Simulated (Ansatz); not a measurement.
```xyz
19

C     1.312   -0.084    0.762
C    -0.112   -0.390    0.320
C    -1.105    0.168    1.338
C    -0.293   -1.898    0.188
N    -0.365    0.207   -0.999
Si    0.273    1.570   -1.746
Cl    0.229    3.258   -0.590
Cl    2.215    1.365   -2.335
Cl   -0.867    1.888   -3.405
H     1.482    0.992    0.856
H     1.496   -0.531    1.741
H     2.039   -0.489    0.056
H    -0.989    1.249    1.435
H    -2.132   -0.037    1.025
H    -0.952   -0.287    2.320
H     0.411   -2.306   -0.540
H    -0.128   -2.390    1.149
H    -1.307   -2.140   -0.142
H    -1.207   -0.144   -1.433
```

Total charge 0; spin multiplicity 1.

(1) List the B3LYP/def2-TZVPP orbital energies in eV (the Gaussian-basis code of Ansatz). (Best estimate.)

## Answers

(1) The calculation gave: Occupied: -2762.69, -2762.61, -2762.59, -1801.76, -389.64, -278.41, -276.81, -276.77, -276.69, -257.46, -257.38, -257.35, -196.48, -196.40, -196.37, -196.34, -196.34, -196.27, -196.26, -196.24, -196.23, -145.97, -101.34, -101.31, -101.26, -25.09, -23.44, -22.59, -22.48, -21.42, -19.23, -19.11, -15.98, -14.80, -13.55, -12.88, -12.63, -11.89, -11.60, -11.47, -11.08, -10.80, -10.68, -10.37, -9.81, -9.75, -9.64, -9.64, -9.29, -9.08, -8.99, -8.69, -7.29. Lowest empty: 0.05, 0.38, 0.93, 1.45, 1.59, 1.69, 2.06, 2.12.

B3LYP here is the variant with VWN-RPA as its local correlation; programs differ in this.
